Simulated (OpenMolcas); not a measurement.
**Sn II: thermal populations, worked from levels**

| Item | Value |
| --- | --- |
| Program | OpenMolcas 26.06 |
| Basis | ANO-RCC-VQZP [8s7p5d3f2g] |
| Scalar Hamiltonian | DKH2, point nucleus |
| Active space | 1 electron in 9 orbitals (RAS2 5p; RAS3 5d 6s, at most 1 electron) |
| State averaging | 2S+1 = 2 odd, 3 roots; 2S+1 = 2 even, 6 roots |
| Spin-orbit coupling | RASSI with atomic mean-field integrals over the reference wave functions, term energies averaged over their components |

Methods: RASSCF; SS-RASPT2, IPEA 0.25 Eh, imaginary shift 0.1 Eh (closed shells correlated: 4d 5s). Measured levels: NIST Handbook of Basic Atomic Spectroscopic Data.

**Thermal populations.** Z = Σ (2J + 1) exp(-E/kT) with k = 0.695035 cm-1/K, over the levels below. No other level of either list lies under 46400 cm-1, which is above 7 kT at each temperature.

```csv
Level,2J + 1,SS-RASPT2,measured
5s² 5p ²P°_1/2,2,0.0,0.0
5s² 5p ²P°_3/2,4,3704,4251
```

| T (K) | Z, SS-RASPT2 | Z, measured levels | Ground level (%), SS-RASPT2 | Ground level (%), measured levels |
| --- | --- | --- | --- | --- |
| 3000 | 2.677 | 2.521 | 74.7 | 79.3 |
| 5000 | 3.378 | 3.177 | 59.2 | 63.0 |
| 8000 | 4.055 | 3.862 | 49.3 | 51.8 |

At 8000 K, kT = 5560 cm-1, and the computed levels give Z = 2.000 + 2.055 = 4.055.

With one active electron the reference holds no correlation, so core polarisation is missing (holds for RASSCF). With one active electron, CASPT2 adds the correlation within the correlated inactive shells and between them and that electron, and leaves the splitting within a term as the reference gives it (holds for SS-RASPT2). Measured partners are found by configuration, term and J. A level has none where our copy of the source lacks it or the pairing is in doubt (some pairs that miss far off the trend of their configuration count as doubtful), and it then counts in no deviation. Levels of configurations outside the active space are missing.

° marks odd parity.
